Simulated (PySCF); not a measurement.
PySCF job for Be(Et) (C2H5Be), SMILES [Be][CH2]C, multiplicity 2, PBE-D3(BJ)/def2-TZVP. The structure is a stationary point at PBE-D3(BJ)/def2-TZVP. The spin state was assumed, not searched. The isomer is the one that the SMILES or the coordinates give; other isomers of the formula were not compared.

```python
import numpy as np
from pyscf import gto, scf, dft, df
from pyscf.hessian import thermo

mol = gto.M(
    atom='''
    Be   -0.63019273    1.71295784   -0.00000000
    C     0.44014854    0.39120682   -0.00000000
    C    -0.20173687   -1.01033052    0.00000000
    H     1.10537620    0.50317412    0.87752370
    H     1.10537620    0.50317412   -0.87752370
    H    -0.83794315   -1.16656436   -0.88387930
    H    -0.83794315   -1.16656436    0.88387930
    H     0.55543478   -1.81030872    0.00000000
    ''',
    basis='def2-TZVP',
    charge=0,
    spin=1,
    max_memory=1600,
    verbose=3,
)
mf = dft.UKS(mol, xc='pbe').density_fit(auxbasis='def2-universal-jkfit')
mf.disp = 'd3bj'
mf.grids.level = 3
mf.conv_tol = 1e-11
mf.max_cycle = 100
mf.kernel()
fine, coarse = mf.grids, dft.Grids(mol).set(level=1).build(with_non0tab=True)
for _ in range(3):  # follow internal instabilities
    mf.grids = coarse
    mo, _, stable, _ = mf.stability(return_status=True, nroots=4)
    mf.grids = fine
    if stable:
        break
    mf.kernel(mf.make_rdm1(mo, mf.mo_occ))

# [left out here: the lines that compute and print the analytic Hessian (its translational invariance restored by hand, since the grid's response is missing), thermochemistry and intensities]
```

Output:

```

WARN: HOMO -0.153293876819136 >= LUMO -0.153293876819134

converged SCF energy = -93.7778969337673  <S^2> = 0.75072969  2S+1 = 2.0007296
<class 'pyscf.df.df_jk.DFUKS'> wavefunction is stable in the internal stability analysis

WARN: DFTD3 does not support analytical Hessian, using finite difference


WARN: Mole.unit (angstrom) is changed to Bohr

Mode                                 0                   1                   2
Irrep
Freq [cm^-1]                      195.7501            228.8175            519.0191
Reduced mass [au]                   1.2080              4.0333              1.2618
Force const [Dyne/A]                0.0273              0.1244              0.2003
Char temp [K]                     281.6407            329.2175            746.7530
Normal mode                   x     y     z       x     y     z       x     y     z
       0  Be                 0.00  0.00  0.10   -0.10 -0.19  0.00   -0.00 -0.00 -0.07
       1   C                -0.00 -0.00 -0.08    0.14  0.01 -0.00    0.00  0.00  0.12
       2   C                 0.00 -0.00  0.02   -0.06  0.10  0.00    0.00  0.00 -0.00
       3   H                 0.03  0.04 -0.11    0.13 -0.04  0.01    0.50 -0.13 -0.27
       4   H                -0.03 -0.04 -0.11    0.13 -0.04 -0.01   -0.50  0.13 -0.27
       5   H                 0.39 -0.21 -0.22   -0.09  0.20  0.00    0.13  0.11 -0.12
       6   H                -0.39  0.21 -0.22   -0.09  0.20 -0.00   -0.13 -0.11 -0.12
       7   H                 0.00  0.00  0.54   -0.19 -0.02  0.00    0.00  0.00 -0.01
Mode                                 3                   4                   5
Irrep
Freq [cm^-1]                      783.0189            881.4273            913.5301
Reduced mass [au]                   4.5613              1.0672              1.1049
Force const [Dyne/A]                1.6477              0.4885              0.5433
Char temp [K]                    1126.5899           1268.1776           1314.3665
Normal mode                   x     y     z       x     y     z       x     y     z
       0  Be                 0.16 -0.20 -0.00    0.00 -0.00  0.02   -0.01 -0.01  0.00
       1   C                -0.12  0.02  0.00   -0.00  0.00 -0.02    0.00  0.03 -0.00
       2   C                 0.01  0.08 -0.00    0.00  0.00  0.06   -0.06  0.06 -0.00
       3   H                -0.15  0.16  0.00   -0.03  0.47 -0.05    0.10 -0.43 -0.02
       4   H                -0.15  0.16 -0.00    0.03 -0.47 -0.05    0.10 -0.43  0.02
       5   H                 0.03  0.02 -0.00    0.19  0.39 -0.15    0.09 -0.28 -0.04
       6   H                 0.03  0.02  0.00   -0.19 -0.39 -0.15    0.09 -0.28  0.04
       7   H                 0.09  0.16  0.00    0.00  0.00 -0.26    0.36  0.45 -0.00
Mode                                 6                   7                   8
Irrep
Freq [cm^-1]                      987.2657           1170.7668           1203.6500
Reduced mass [au]                   3.9412              1.6283              1.2893
Force const [Dyne/A]                2.2633              1.3150              1.1005
Char temp [K]                    1420.4555           1684.4728           1731.7843
Normal mode                   x     y     z       x     y     z       x     y     z
       0  Be                 0.05 -0.05 -0.00   -0.02  0.04 -0.00   -0.00  0.00 -0.01
       1   C                 0.06  0.18  0.00    0.09 -0.13  0.00    0.00 -0.00 -0.08
       2   C                -0.10 -0.13 -0.00   -0.08  0.05 -0.00    0.00  0.00  0.11
       3   H                 0.05  0.19  0.01   -0.13  0.39  0.09   -0.11 -0.49  0.05
       4   H                 0.05  0.19 -0.01   -0.13  0.39 -0.09    0.11  0.49  0.05
       5   H                -0.06 -0.22 -0.02    0.08 -0.21 -0.06    0.19  0.25 -0.08
       6   H                -0.06 -0.22  0.02    0.08 -0.21  0.06   -0.19 -0.25 -0.08
       7   H                 0.03 -0.01 -0.00    0.18  0.28 -0.00   -0.00 -0.00 -0.21
Mode                                 9                  10                  11
Irrep
Freq [cm^-1]                     1358.4555           1376.8435           1448.1820
Reduced mass [au]                   1.1823              1.0814              1.0442
Force const [Dyne/A]                1.2855              1.2079              1.2903
Char temp [K]                    1954.5150           1980.9713           2083.6114
Normal mode                   x     y     z       x     y     z       x     y     z
       0  Be                 0.00 -0.00 -0.00    0.01 -0.00  0.00   -0.00  0.00 -0.00
       1   C                 0.01  0.01  0.00    0.06  0.04 -0.00    0.01 -0.02 -0.00
       2   C                 0.05  0.10 -0.00    0.01 -0.02  0.00    0.05 -0.02 -0.00
       3   H                -0.06 -0.03  0.05   -0.49 -0.19  0.42   -0.00  0.03  0.00
       4   H                -0.06 -0.03 -0.05   -0.49 -0.19 -0.42   -0.00  0.03 -0.00
       5   H                -0.12 -0.48  0.20    0.01  0.09 -0.02   -0.50  0.05  0.37
       6   H                -0.12 -0.48 -0.20    0.01  0.09  0.02   -0.50  0.05 -0.37
       7   H                -0.38 -0.34  0.00    0.03 -0.01 -0.00    0.31  0.27  0.00
Mode                                12                  13                  14
Irrep
Freq [cm^-1]                     1457.3391           2921.9422           2956.9217
Reduced mass [au]                   1.0378              1.0575              1.0359
Force const [Dyne/A]                1.2987              5.3194              5.3365
Char temp [K]                    2096.7865           4204.0242           4254.3520
Normal mode                   x     y     z       x     y     z       x     y     z
       0  Be                 0.00 -0.00 -0.00   -0.00 -0.00 -0.00   -0.00  0.00  0.00
       1   C                -0.00  0.00 -0.02   -0.06 -0.01 -0.00    0.00  0.00  0.00
       2   C                -0.00  0.00 -0.05    0.01 -0.00  0.00   -0.01 -0.05 -0.00
       3   H                -0.02 -0.05  0.00    0.39  0.06  0.56   -0.02 -0.00 -0.02
       4   H                 0.02  0.05  0.00    0.39  0.06 -0.56   -0.02 -0.00  0.02
       5   H                -0.21  0.45  0.05   -0.01 -0.01 -0.02    0.29  0.05  0.40
       6   H                 0.21 -0.45  0.05   -0.01 -0.01  0.02    0.29  0.05 -0.40
       7   H                -0.00 -0.00  0.68   -0.06  0.06  0.00   -0.48  0.48 -0.00
Mode                                15                  16                  17
Irrep
Freq [cm^-1]                     2957.8804           3014.0827           3027.7783
Reduced mass [au]                   1.0966              1.1001              1.1010
Force const [Dyne/A]                5.6527              5.8884              5.9467
Char temp [K]                    4255.7313           4336.5940           4356.2989
Normal mode                   x     y     z       x     y     z       x     y     z
       0  Be                -0.00  0.00 -0.00    0.00  0.00  0.00    0.00  0.00 -0.00
       1   C                 0.00  0.00 -0.08    0.01  0.00  0.00    0.00 -0.00 -0.01
       2   C                -0.00 -0.00  0.01    0.08 -0.03  0.00    0.00 -0.00 -0.09
       3   H                 0.41  0.06  0.52   -0.03 -0.00 -0.04    0.06  0.01  0.07
       4   H                -0.41 -0.06  0.52   -0.03 -0.00  0.04   -0.06 -0.01  0.07
       5   H                -0.06 -0.01 -0.08   -0.25 -0.07 -0.39    0.39  0.09  0.53
       6   H                 0.06  0.01 -0.08   -0.25 -0.07  0.39   -0.39 -0.09  0.53
       7   H                -0.00  0.00  0.01   -0.47  0.48  0.00   -0.00  0.00 -0.03
temperature 298.1500 [K]
pressure 101325.00 [Pa]
Rotational constants [GHz] 37.71532 10.13862 8.86755
Symmetry number 1
Zero-point energy (ZPE) 0.06243 [Eh]   163904.370 [J/mol]
                           tot       elec      trans        rot        vib
Entropy [J/mol/K]       275.001      5.763    154.137     92.369     22.733
Cv [J/mol/K]             57.454      0.000     12.472     12.472     32.511
Cp [J/mol/K]             65.769      0.000     20.786     12.472     32.511
Internal energy [J/mol]                      3718.434   3718.434 168080.135
Internal energy [Eh]   -93.71105  -93.77790
Enthalpy [J/mol]                             6197.391   3718.434 168080.135
Enthalpy [Eh]          -93.71010
Gibbs free energy [J/mol]                  -39758.553 -23821.330 161302.436
Gibbs free energy [Eh] -93.74133
mode   freq/cm-1   IR/(km/mol)
   1      195.75         0.233
   2      228.82         0.048
   3      519.02         1.312
   4      783.02        16.945
   5      881.43         1.605
   6      913.53        10.738
   7      987.27        12.586
   8     1170.77         1.638
   9     1203.65         0.012
  10     1358.46         3.355
  11     1376.84         5.114
  12     1448.18         2.481
  13     1457.34         7.893
  14     2921.94        15.980
  15     2956.92        44.459
  16     2957.88         5.868
  17     3014.08        23.881
  18     3027.78        30.863
max |gradient| / (hartree/bohr): 5.546219121651139e-05
APT charges: [ 0.102  -0.0952  0.1067 -0.017  -0.017  -0.0203 -0.0203 -0.0391]
```

The calculation finished and met its thresholds.
